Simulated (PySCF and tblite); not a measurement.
Values are calculated unless marked as measured or tabulated.
C8H7N, numbered as in [CH:1]#[C:2]/[C:3]([C:4]#[N:5])=[CH:6]/[CH:7]=[CH:8]/[CH3:9].

Conformers came from 60 starts (ETKDG and KDG, MMFF94s, GFN2-xTB); geometries are GFN2-xTB. Energies: PBE0-D3(BJ)/def2-SVP (IEF-PCM, methanol), with GFN2-xTB thermal terms (modes under about 100 cm⁻¹ blended into free rotors). Symmetry numbers and mirror images are counted. Conformers within 2.5 kcal/mol (GFN2-xTB free energy) were kept, 3 at most. Programs: PySCF with density fitting and tblite.

An NOE distance is ⟨r⁻⁶⟩^(−1/6) over all pairs of like atoms and, for the average, over conformers.

Torsions listed: C3–C6–C7–C8.

```
conformer  shape  weight %
        1   180°     100.0
        2     0°       0.0
```

(1) Which H–H contacts under 3.5 Å would NOEs report (pairs on one atom left out) at 298.15 K?

Results:

(1) 
```tsv
pair	in 1 (Å)	in 2 (Å)	average (Å)
H6 ··· H8	2.44	3.82	2.44
H8 ··· H9	2.65	2.64	2.65
H7 ··· H9	2.81	2.76	2.81
H7 ··· H8	3.06	3.05	3.06
H6 ··· H7	3.09	2.35	3.09
```

Longer pairs under the limit may be missing.
